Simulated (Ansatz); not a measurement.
```yaml
crystal:
  periodic: [false, false, false]
  atoms:
    - {symbol: C, position_ang: [-0.515802, -0.404530, 1.184945]}
    - {symbol: O, position_ang: [0.182895, 0.661951, 0.595768]}
    - {symbol: In, position_ang: [0.635861, 0.570121, -1.336858]}
    - {symbol: F, position_ang: [0.298756, -1.117374, -2.153257]}
    - {symbol: Cl, position_ang: [1.574342, 2.248665, -2.572498]}
    - {symbol: H, position_ang: [-0.284626, -0.273297, 2.277104]}
    - {symbol: H, position_ang: [-1.587423, -0.256423, 1.122443]}
    - {symbol: H, position_ang: [-0.240584, -1.336749, 0.863367]}
basis:
  gaussian: {orbitals: x2c-TZVPPall, final_grid: {core_spheres: 1, valence_spheres: 1, degree: 5}}
hamiltonian: {xc: {name: PBE}}
output: {forces: true}
```

```sh
$ ansatz run in.yaml --threads 4 --pin off --events-out ev --progress --plain --max-ram 10444MiB
```

Shortened log:

```
Functional definition: PBE
1514 factors; their error is unknown
mean field evaluation 1: about -178416.4236 eV, gradient 8.2e1 eV
mean field evaluation 2: about -178282.9673 eV, gradient 2.3e2 eV
mean field evaluation 4: about -178428.6193 eV, gradient 2.4e1 eV
mean field evaluation 8: about -178429.4509 eV, gradient 3.4e-1 eV
mean field evaluation 16: about -178465.6581 eV, gradient 6.9e-1 eV
mean field -178465.65935050 eV, -6558.4920127624 hartree, gradient 3.9e-5 eV, S^2 0.000000; 0 other end points of the search recorded, 0 dependent functions left out
reference -178465.65954761 eV, -6558.4920200057 hartree; 46, 46 occupied and 191, 191 virtual orbitals, 1514 factors
Total energy: -178465.65954761 eV, -6558.4920200057 hartree
Relativity: scalar
Atom 0 at    -0.515802    -0.404530     1.184945 Å, force    -1.360316     0.394709     2.368692 eV/Å
Atom 1 at     0.182895     0.661951     0.595768 Å, force     1.123238     2.017729    -7.705584 eV/Å
Atom 2 at     0.635861     0.570121    -1.336858 Å, force    -2.965054    -5.801794     9.335770 eV/Å
Atom 3 at     0.298756    -1.117374    -2.153257 Å, force     4.644904    11.250256    -5.611041 eV/Å
Atom 4 at     1.574342     2.248665    -2.572498 Å, force    -5.026565   -10.883290     4.604245 eV/Å
Atom 5 at    -0.284626    -0.273297     2.277104 Å, force    -0.126102    -0.391414    -4.362972 eV/Å
Atom 6 at    -1.587423    -0.256423     1.122443 Å, force     4.960377    -1.151469    -0.268617 eV/Å
Atom 7 at    -0.240584    -1.336749     0.863367 Å, force    -1.250482     4.565274     1.639507 eV/Å
Dipole moment:    -0.211286     0.029445     0.332188 e Å
```

Question: What is wrong with this run?

Answer: The integration grid is far too coarse. Self-consistency was reached. The result belongs to that input, not to the molecule as meant.
